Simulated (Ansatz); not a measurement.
`O[SiH2][GeH3]` + `O[Si](O)(O)O` → `O[SiH2]O[Si](O)(O)O` + GeH₄  (cleavage of the Si–Ge bond)

Computed with Ansatz on PBE0-D4/def2-TZVP structures; ΔE is electronic, products minus reactants. CCSD(T)/CBS adds triple-zeta CCSD(T) − MP2 to the extrapolated MP2 energy (def2 sets, frozen cores). This one scheme is used for every species. DFT in def2-TZVPP. B3LYP here is the variant with VWN-RPA as its local correlation; programs differ in this. For Ge outer-core shells are correlated without core-valence functions, which leaves a few kJ/mol of doubt a bond. Scalar relativity is left out up to krypton. One conformer a species, not always the lowest.

`O[SiH2][GeH3]`:

```xyz
9

O    -0.357   -1.034    1.616
Si   -0.576    0.302    0.669
Ge    0.761   -0.008   -1.269
H    -0.830   -1.071    2.449
H    -2.010    0.468    0.291
H    -0.171    1.546    1.386
H     0.605    1.207   -2.201
H     0.332   -1.266   -2.042
H     2.247   -0.143   -0.900
```

`O[Si](O)(O)O`:

Cartesian coordinates in Å:
```
O 0.225 0.795 -1.406
Si 0.000 0.000 0.000
O -0.064 -1.586 -0.374
O -1.382 0.341 0.796
O 1.221 0.450 0.983
H -0.224 0.441 -2.175
H -0.467 -2.164 0.276
H -1.385 1.139 1.327
H 2.076 0.583 0.572
```

`O[SiH2]O[Si](O)(O)O`:

Cartesian coordinates in Å:
```
O 2.480 -0.151 0.212
Si 1.375 -0.469 1.375
O -0.098 0.127 0.944
Si -0.952 0.226 -0.428
O -2.183 -0.829 -0.542
O 0.122 -0.158 -1.608
O -1.605 1.713 -0.566
H 2.164 -0.292 -0.687
H 1.220 -1.927 1.606
H 1.822 0.223 2.602
H -3.026 -0.556 -0.180
H -0.238 -0.361 -2.473
H -1.081 2.454 -0.257
```

GeH₄:

Z-matrix (Å, degrees):
```
Ge
H 1 1.534
H 1 1.534 2 109.5
H 1 1.534 2 109.5 3 -120.0
H 1 1.534 2 109.5 3 120.0
```

| level | ΔE (kcal/mol) |
| --- | --- |
| r2SCAN-D4 | -29.6 |
| B3LYP-D4 | -30.4 |

Task: What does CCSD(T)/CBS give? (Best estimate.)

Result: Ansatz gave: -30.0 kcal/mol. The listed levels differ from it by 0.4, -0.4 kcal/mol.

Largest T1 diagnostic among the species: 0.012.

From PBE to PBE0 (25 % exact exchange), in def2-TZVPP and without D4, ΔE moves by −1.9 kcal/mol. The D4 term adds −1.5 kcal/mol with B3LYP and −0.9 kcal/mol with PBE0; it sums over pairs of atoms, weighted by their polarisabilities, and B3LYP, whose exchange is more repulsive, gets the larger term. In def2-TZVPP, CCSD(T) changes the Hartree–Fock value by +3.9 kcal/mol (the triples alone add +0.3 kcal/mol) and MP2 by +3.1 kcal/mol.
